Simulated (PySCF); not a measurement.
Isomers of C8H9F. Method used: PBE0-D3(BJ)/def2-SVP geometry optimisation, gas phase (PySCF 2.14.0). One conformer each; no zero-point energy, no entropy. No frequencies were run at this level. Point groups hold within 0.08 Å.

Question: Order them by energy at this level, lowest first, and give relative energies in kcal/mol.
A. `[CH2:1]=[CH:2][C@@H:3]1[CH:4]=[CH:5][C@@H:6]2[CH2:7][C@:8]12[F:9]` with C1–C2–C3–C4 -121°
B. `[F:1][CH2:2][CH2:3][c:4]1[cH:5][cH:6][cH:7][cH:8][cH:9]1` with F1–C2–C3–C4 -179°, C2–C3–C4–C5 87°
C. `[CH3:1][CH2:2][c:3]1[cH:4][cH:5][cH:6][c:7]([F:8])[cH:9]1` with C1–C2–C3–C4 85°
D. `[CH3:1][c:2]1[cH:3][cH:4][cH:5][cH:6][c:7]1[CH2:8][F:9]` with C6–C7–C8–F9 1°

Answer: C (0.0), D (2.9), B (4.2), A (54.1).

As drawn, the lowest has an aromatic ring, which the highest lacks; the highest has a three-membered ring and a C=C bond outside aromatic rings, which the lowest lacks. Neighbours under 2.5 kcal/mol apart (Cc1ccccc1CF and FCCc1ccccc1) can change places with a better method, another conformer or zero-point energy.

| SMILES | E (Eh) | E rel (kcal/mol) | dipole (D) | point group | A, B, C (MHz) |
| --- | --- | --- | --- | --- | --- |
| CCc1cccc(F)c1 | -409.36742 | 0.0 | 1.63 | C1 | 2973, 1128, 876.0 |
| Cc1ccccc1CF | -409.36280 | 2.9 | 1.78 | Cs | 2423, 1455, 919.5 |
| FCCc1ccccc1 | -409.36067 | 4.2 | 1.67 | – | 4457, 832.6, 747.1 |
| C=C[C@@H]1C=C[C@@H]2C[C@]12F | -409.28126 | 54.1 | 1.36 | C1 | 2530, 1508, 1145 |

As an exercise, what shares would exp(−E/RT) give at 500 K from these electronic energies alone (no entropy, no degeneracies)?

RT = 0.994 kcal/mol: CCc1cccc(F)c1 93.6 %, Cc1ccccc1CF 5.1 %, FCCc1ccccc1 1.3 %, C=C[C@@H]1C=C[C@@H]2C[C@]12F under 0.1 %.
